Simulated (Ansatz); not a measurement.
Consider the cleavage of the Si–B bond: `CB(N)[SiH2]O` + `OCO` → `OCO[SiH2]O` + `CBN`.

Computed with Ansatz on PBE0-D4/def2-TZVP structures; ΔE is electronic, products minus reactants. CBS: MP2 limit from def2 TZ/QZ plus the TZ coupled-cluster correction, frozen cores. This one scheme is used for every species. Functionals use def2-TZVPP. Each species was taken in one conformer, which may not be the lowest.

| level | ΔE (kJ/mol) |
| --- | --- |
| r2SCAN | -137.0 |
| CCSD/def2-TZVPP | -141.5 |

Question: What does CCSD(T)/CBS give? (Estimate.)

Answer: Computed: -138.4 kJ/mol. The listed levels differ from it by 1.4, -3.1 kJ/mol.

Largest T1 diagnostic among the species: 0.012.

In def2-TZVPP, CCSD(T) changes the Hartree–Fock value by +19.9 kJ/mol (the triples alone add +2.3 kJ/mol) and MP2 by +13.4 kJ/mol. From PBE to PBE0 (25 % exact exchange), in def2-TZVPP and without D4, ΔE moves by −7.4 kJ/mol.
